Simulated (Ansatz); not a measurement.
**Isomers**

Structures of CH5NSn, singlet, relaxed at PBE0-D4/def2-TZVP (vibrations not checked; lower isomers may exist, and structures with a doubtful reference or unclear bonds are left out). Computed with Ansatz 0.2.0 (basis: def2-TZVPP); correlated methods freeze the cores. Filled d shells of the heavier atoms are correlated. Core potentials replace the inner electrons of the atoms past krypton. The def2 sets are not built for correlating such inner shells, so the correlated values are less sure here. B3LYP uses VWN-RPA correlation.

**Question.** Rank them by CCSD(T) energy, lowest first, and give each one's height above the lowest. Links in brackets join atoms within 1.22 times the sum of their covalent radii (1.1 for two metals). (To be estimated.)
A.
CH₅NSn ([NH2][CH][SnH2])
```
8
angstrom
N -0.9271 0.9458 -1.0531
C -0.7039 -0.2170 -0.4959
Sn 0.4880 -0.5776 1.2874
H -1.6713 1.1183 -1.7143
H -1.3898 -0.9854 -0.8605
H -0.3443 1.7354 -0.8130
H 1.5980 0.7317 0.8740
H 1.3288 -1.9217 0.5448
```
B.
CH₅NSn ([NH][CH][SnH3])
```
8
angstrom
N -1.3020 0.9817 -0.8281
C -0.4791 0.0212 -0.8221
Sn 0.7518 -0.2732 0.9252
H -1.8290 1.0233 -1.7049
H -0.3679 -0.6683 -1.6731
H 0.3651 0.9224 2.0698
H 2.3975 -0.1725 0.4754
H 0.4635 -1.8345 1.5579
```
C.
CH₅NSn ([CH2][N][SnH3])
```
8
angstrom
C -1.0863 0.5513 -1.0750
N -0.4337 -0.4949 -0.8274
Sn 0.8436 -0.5201 0.7835
H -1.7709 0.5716 -1.9346
H -1.0437 1.4909 -0.4974
H 0.7751 1.0138 1.5489
H 2.4017 -0.8504 0.1806
H 0.3142 -1.7622 1.8215
```

**Answer.** By the calculation: C (0.00 kcal/mol), B (4.24 kcal/mol), A (11.17 kcal/mol). Heights count from the lowest.

**Question.** Do PBE-D4, r2SCAN-D4, PBE0-D4, B3LYP-D4, wB97M-V, HF, MP2 give the same order? (A judgement: the text doesn't fix the answer.)

**Answer.** By the calculation: Lowest first: PBE-D4 C < A < B; r2SCAN-D4 C < A < B; B3LYP-D4 C < A < B. The others agree with CCSD(T).

The T1 diagnostic stays at or below 0.023.

For scale, one of the runs: CCSD(T)/def2-TZVPP, 182 basis functions, launched by `ansatz run in.yaml --threads 2 --pin off --events-out ev --progress --plain --max-ram 4352MiB`. The run took 93 s on 2 CPU threads of an Intel Xeon Platinum 8259CL (shared host), with 2.1 GiB of host memory at its peak.
